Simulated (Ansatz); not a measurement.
Consider the substitution at a C–C bond: `N=C(O)C[SiH2]Cl` + `[OH][InH2]` → `N=C(O)[O][InH2]` + `C[SiH2]Cl`.

Calculated with Ansatz (gas phase, PBE0-D4/def2-TZVP geometries, no zero-point term in ΔE). CCSD(T)/CBS is the MP2 limit (def2-TZVPP, def2-QZVPP) plus CCSD(T) − MP2 in def2-TZVPP, frozen cores. DFT in def2-TZVPP. B3LYP here is the variant with VWN-RPA as its local correlation; programs differ in this. def2 core potentials past Kr. For In outer-core shells are correlated without core-valence functions, which leaves a few kJ/mol of doubt a bond. One conformer a species, not always the lowest.

Question: Is it downhill or uphill in electronic energy at CCSD(T)/CBS, and by how much? (Estimate.)

Answer: Computed: Downhill: ΔE = -0.11 eV.

Question: What do these levels give: PBE-D4, r2SCAN-D4, ωB97M-V, PBE, r2SCAN, PBE0, B3LYP, HF/def2-TZVPP, MP2/def2-TZVPP, MP2/def2-QZVPP, SCS-MP2/def2-QZVPP, MP2/CBS(def2)? (Estimate.)

Answer: Ansatz gave: PBE-D4 -0.14, r2SCAN-D4 -0.21, ωB97M-V -0.16, PBE -0.15, r2SCAN -0.21, PBE0 -0.20, B3LYP -0.20, HF/def2-TZVPP -0.35, MP2/def2-TZVPP -0.09, MP2/def2-QZVPP -0.08, SCS-MP2/def2-QZVPP -0.10, MP2/CBS(def2) -0.07 eV.

Largest T1 diagnostic among the species: 0.017.

From PBE to PBE0 (25 % exact exchange), in def2-TZVPP and without D4, ΔE moves by −0.05 eV. In def2-TZVPP, CCSD(T) changes the Hartree–Fock value by +0.22 eV (the triples alone add +0.02 eV) and MP2 by +0.26 eV.
